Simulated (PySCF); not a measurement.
PySCF input for C₂H₅FO₂Si, SMILES O=CC[Si@H](O)F, TDDFT-PBE/def2-SVPD. The structure is a stationary point at B3LYP-D3(BJ)/def2-SVP. The structure was generated by enumeration; whether it is a known compound was not checked. Other conformers were not sampled.

```python
import numpy as np
from pyscf import gto, scf, dft, tdscf

mol = gto.M(
    atom='''
    O     1.35713545   -0.91772683   -1.34898926
    C     1.75764445   -0.31259615   -0.37609454
    C     0.99378534   -0.21963556    0.91622907
    Si   -0.82506898    0.20049646    0.58484728
    O    -1.36675409   -0.81405948   -0.58720782
    F    -0.86133855    1.75309969    0.09758604
    H     2.73834013    0.22248441   -0.42069057
    H     1.47771185    0.46673707    1.62695612
    H     0.98023713   -1.22696798    1.37312137
    H    -1.67775112    0.09705105    1.78543466
    H    -0.64715498   -1.09647164   -1.18218843
    ''',
    basis='def2-SVPD',
    charge=0,
    spin=0,
    max_memory=1600,
    verbose=4,
)
mf = dft.RKS(mol, xc='pbe').density_fit(auxbasis='def2-universal-jkfit')
mf.grids.level = 3
mf.conv_tol = 1e-9
mf.max_cycle = 100
mf.kernel()
mf.grids = dft.Grids(mol).set(level=1).build(with_non0tab=True)  # coarser grid for the response kernel
td = tdscf.TDDFT(mf)
td.singlet = True
td.nstates = 10
td.conv_tol = 1e-4
td.positive_eig_threshold = 1e-6
td.kernel(x0=td.get_init_guess(mf, 15))
td.analyze()
tt = tdscf.TDA(mf)
tt.singlet = False
tt.nstates = 4
tt.conv_tol = 1e-4
tt.positive_eig_threshold = 1e-6
tt.kernel(x0=tt.get_init_guess(mf, 9))
tt.analyze(verbose=3)
```

Log of the run:

```
PySCF version 2.14.0

[INPUT] verbose = 4
[INPUT] num. atoms = 11
[INPUT] num. electrons = 56
[INPUT] charge = 0
[INPUT] spin (= nelec alpha-beta = 2S) = 0
[INPUT] symmetry False subgroup None
[INPUT] Mole.unit = angstrom
[INPUT] Symbol           X                Y                Z      unit          X                Y                Z       unit  Magmom
[INPUT]  1 O      1.357135450000  -0.917726830000  -1.348989260000 AA    2.564614314438  -1.734252365865  -2.549220246380 Bohr   0.0
[INPUT]  2 C      1.757644450000  -0.312596150000  -0.376094540000 AA    3.321466634862  -0.590721111093  -0.710715677544 Bohr   0.0
[INPUT]  3 C      0.993785340000  -0.219635560000   0.916229070000 AA    1.877982119208  -0.415051055615   1.731422009665 Bohr   0.0
[INPUT]  4 Si    -0.825068980000   0.200496460000   0.584847280000 AA   -1.559154406074   0.378883398345   1.105201183897 Bohr   0.0
[INPUT]  5 O     -1.366754090000  -0.814059480000  -0.587207820000 AA   -2.582790909729  -1.538349466306  -1.109661958003 Bohr   0.0
[INPUT]  6 F     -0.861338550000   1.753099690000   0.097586040000 AA   -1.627693960030   3.312878283160   0.184410889181 Bohr   0.0
[INPUT]  7 H      2.738340130000   0.222484410000  -0.420690570000 AA    5.174712881606   0.420434601885  -0.794989960487 Bohr   0.0
[INPUT]  8 H      1.477711850000   0.466737070000   1.626956120000 AA    2.792470687524   0.882005234482   3.074501483485 Bohr   0.0
[INPUT]  9 H      0.980237130000  -1.226967980000   1.373121370000 AA    1.852379712830  -2.318633445811   2.594823325088 Bohr   0.0
[INPUT] 10 H     -1.677751120000   0.097051050000   1.785434660000 AA   -3.170490121982   0.183399904601   3.373982520706 Bohr   0.0
[INPUT] 11 H     -0.647154980000  -1.096471640000  -1.182188430000 AA   -1.222945672348  -2.072031102953  -2.234012360330 Bohr   0.0

nuclear repulsion = 311.378423400857
number of shells = 73
number of NR pGTOs = 251
number of NR cGTOs = 173
basis = def2-SVPD
ecp = {}


******** <class 'pyscf.df.df_jk.DFRKS'> ********
method = DFRKS
initial guess = minao
damping factor = 0
level_shift factor = 0
DIIS = <class 'pyscf.scf.diis.CDIIS'>
diis_start_cycle = 1
diis_space = 8
diis_damp = 0
SCF conv_tol = 1e-09
SCF conv_tol_grad = None
SCF max_cycles = 100
direct_scf = False
XC library pyscf.dft.libxc version 7.1.2
    S. Lehtola, C. Steigemann, M. J. T. Oliveira, and M. A. L. Marques,  SoftwareX 7, 1–5 (2018)
XC functionals = pbe
    J. P. Perdew, K. Burke, and M. Ernzerhof,  Phys. Rev. Lett. 77, 3865 (1996)
    J. P. Perdew, K. Burke, and M. Ernzerhof,  Phys. Rev. Lett. 78, 1396 (1997)
    J. P. Perdew, K. Burke, and M. Ernzerhof,  Phys. Rev. Lett. 77, 3865 (1996)
    J. P. Perdew, K. Burke, and M. Ernzerhof,  Phys. Rev. Lett. 78, 1396 (1997)
radial grids:
    Treutler-Ahlrichs [JCP 102, 346 (1995); DOI:10.1063/1.469408] (M4) radial grids

becke partition: Becke, JCP 88, 2547 (1988); DOI:10.1063/1.454033
pruning grids: <function nwchem_prune>
grids dens level: 3
symmetrized grids: False
atomic radii adjust function: <function treutler_atomic_radii_adjust>
small_rho_cutoff = 0
Set gradient conv threshold to 3.16228e-05
Initial guess from minao.
tot grids = 138888
init E= -618.724269726451
  HOMO = -0.322906940506544  LUMO = -0.128566663852071  gap/eV = 5.28827
cycle= 1 E= -618.036189260573  delta_E= 0.688  |g|= 1.16  |ddm|=  4.3
  HOMO = -0.0896251719298431  LUMO = -0.0234375899825632  gap/eV = 1.80106
cycle= 2 E= -616.447519034013  delta_E= 1.59  |g|= 2.96  |ddm|= 4.12
  HOMO = -0.247409772701848  LUMO = -0.0930167448002606  gap/eV = 4.20125
cycle= 3 E= -618.249268785564  delta_E= -1.8  |g|= 0.443  |ddm|= 3.53
  HOMO = -0.237057544898555  LUMO = -0.0984871321430782  gap/eV = 3.77069
cycle= 4 E= -618.286164640882  delta_E= -0.0369  |g|= 0.225  |ddm|= 0.606
  HOMO = -0.247723520806835  LUMO = -0.10434604995973  gap/eV = 3.90150
cycle= 5 E= -618.294308010015  delta_E= -0.00814  |g|= 0.0858  |ddm|= 0.24
  HOMO = -0.242012849482624  LUMO = -0.100588595835783  gap/eV = 3.84835
cycle= 6 E= -618.295831565832  delta_E= -0.00152  |g|= 0.0222  |ddm|= 0.0903
  HOMO = -0.242522663732813  LUMO = -0.10045934818894  gap/eV = 3.86574
cycle= 7 E= -618.295933881306  delta_E= -0.000102  |g|= 0.00709  |ddm|= 0.0282
  HOMO = -0.242804142621757  LUMO = -0.100609624519545  gap/eV = 3.86931
cycle= 8 E= -618.295942472264  delta_E= -8.59e-06  |g|= 0.00251  |ddm|= 0.00748
  HOMO = -0.242814234647784  LUMO = -0.100604616603192  gap/eV = 3.86972
cycle= 9 E= -618.295943725584  delta_E= -1.25e-06  |g|= 0.000415  |ddm|= 0.00285
  HOMO = -0.242812463447782  LUMO = -0.100579284080967  gap/eV = 3.87036
cycle= 10 E= -618.295943753699  delta_E= -2.81e-08  |g|= 0.000197  |ddm|= 0.000748
  HOMO = -0.242841384648033  LUMO = -0.100610604484614  gap/eV = 3.87030
cycle= 11 E= -618.29594376382  delta_E= -1.01e-08  |g|= 6.54e-05  |ddm|= 0.000377
  HOMO = -0.242831722221752  LUMO = -0.100600897032193  gap/eV = 3.87030
cycle= 12 E= -618.295943764852  delta_E= -1.03e-09  |g|= 1.1e-05  |ddm|= 9.57e-05
  HOMO = -0.242832310155302  LUMO = -0.100601595960256  gap/eV = 3.87029
cycle= 13 E= -618.295943764847  delta_E= 4.43e-12  |g|= 1.27e-05  |ddm|= 2.96e-05
  HOMO = -0.242831024482268  LUMO = -0.10060112206628  gap/eV = 3.87027
Extra cycle  E= -618.295943764717  delta_E= 1.31e-10  |g|= 2.84e-05  |ddm|= 3.92e-05
converged SCF energy = -618.295943764717
tot grids = 44792
Overwritten attributes  positive_eig_threshold  of <class 'pyscf.tdscf.rks.CasidaTDDFT'>


******** <class 'pyscf.tdscf.rks.CasidaTDDFT'> for <class 'pyscf.df.df_jk.DFRKS'> ********
nstates = 10 singlet
deg_eia_thresh = 1.000e-03
wfnsym = None
conv_tol = 0.0001
eigh lindep = 1e-12
eigh level_shift = 0
eigh max_cycle = 100


Excitation energies (eV)
[4.10148144 5.28401543 5.67845717 6.29062459 6.32892775 6.64077012
 6.80618881 7.17739793 7.22463906 7.67448103]

** Singlet excitation energies and oscillator strengths **
Excited State   1:      4.10148 eV    302.29 nm  f=0.0035
      28 -> 29        0.70684
Excited State   2:      5.28402 eV    234.64 nm  f=0.0004
      26 -> 29       -0.24298
      27 -> 29        0.66314
Excited State   3:      5.67846 eV    218.34 nm  f=0.0510
      24 -> 29       -0.10978
      26 -> 29       -0.65038
      27 -> 29       -0.23132
Excited State   4:      6.29062 eV    197.09 nm  f=0.0046
      25 -> 29        0.69699
Excited State   5:      6.32893 eV    195.90 nm  f=0.0021
      28 -> 30       -0.70115
Excited State   6:      6.64077 eV    186.70 nm  f=0.0124
      28 -> 31       -0.69852
Excited State   7:      6.80619 eV    182.16 nm  f=0.0049
      28 -> 32        0.69241
Excited State   8:      7.17740 eV    172.74 nm  f=0.0153
      23 -> 29        0.39538
      24 -> 29        0.56035
Excited State   9:      7.22464 eV    171.61 nm  f=0.0927
      28 -> 33       -0.69888
Excited State  10:      7.67448 eV    161.55 nm  f=0.0210
      28 -> 34        0.69566

** Transition electric dipole moments (AU) **
state          X           Y           Z        Dip. S.      Osc.
  1        -0.1547      0.0046      0.1023      0.0344      0.0035
  2        -0.0539      0.0066      0.0210      0.0034      0.0004
  3         0.4999     -0.1074     -0.3238      0.3663      0.0510
  4         0.0811     -0.0184     -0.1519      0.0300      0.0046
  5         0.1051      0.0435      0.0218      0.0134      0.0021
  6         0.0444      0.1160      0.2466      0.0762      0.0124
  7         0.1434      0.0009     -0.0928      0.0292      0.0049
  8         0.0332     -0.1117     -0.2707      0.0869      0.0153
  9         0.6661      0.2782     -0.0489      0.5235      0.0927
 10        -0.2707     -0.0334      0.1934      0.1118      0.0210

** Transition velocity dipole moments (imaginary part, AU) **
state          X           Y           Z        Dip. S.      Osc.
  1        -0.0227     -0.0014      0.0152      0.0007      0.0033
  2        -0.0113      0.0012      0.0031      0.0001      0.0005
  3         0.1054     -0.0231     -0.0661      0.0160      0.0511
  4         0.0194     -0.0050     -0.0351      0.0016      0.0047
  5         0.0235      0.0100      0.0054      0.0007      0.0020
  6         0.0086      0.0289      0.0621      0.0048      0.0130
  7         0.0368      0.0001     -0.0244      0.0019      0.0052
  8         0.0081     -0.0293     -0.0700      0.0058      0.0147
  9         0.1789      0.0735     -0.0192      0.0378      0.0949
 10        -0.0816     -0.0080      0.0551      0.0098      0.0231

** Transition magnetic dipole moments (imaginary part, AU) **
state          X           Y           Z
  1         0.3897      0.7306      0.9355
  2        -0.0203      0.0562     -0.1765
  3         0.1145     -0.3774      0.0393
  4        -0.0900     -0.3249      0.0173
  5         0.1416     -0.6790      0.1903
  6        -0.0046      0.9606     -0.4149
  7        -0.1514     -0.1418     -0.4822
  8        -0.2312     -0.6748      0.0069
  9        -0.0756     -0.0260     -0.5059
 10        -0.0207      0.1742      0.0081
Overwritten attributes  positive_eig_threshold  of <class 'pyscf.tdscf.rks.TDA'>


******** <class 'pyscf.tdscf.rks.TDA'> for <class 'pyscf.df.df_jk.DFRKS'> ********
nstates = 4 triplet
deg_eia_thresh = 1.000e-03
wfnsym = None
conv_tol = 0.0001
eigh lindep = 1e-12
eigh level_shift = 0
eigh max_cycle = 100


Excitation energies (eV)
[3.52712295 5.11238072 5.33255358 6.02744903]

** Triplet excitation energies and oscillator strengths **
Excited State   1:      3.52712 eV    351.52 nm  f=0.0000
Excited State   2:      5.11238 eV    242.52 nm  f=0.0000
Excited State   3:      5.33255 eV    232.50 nm  f=0.0000
Excited State   4:      6.02745 eV    205.70 nm  f=0.0000
```

The calculation finished and met its thresholds.
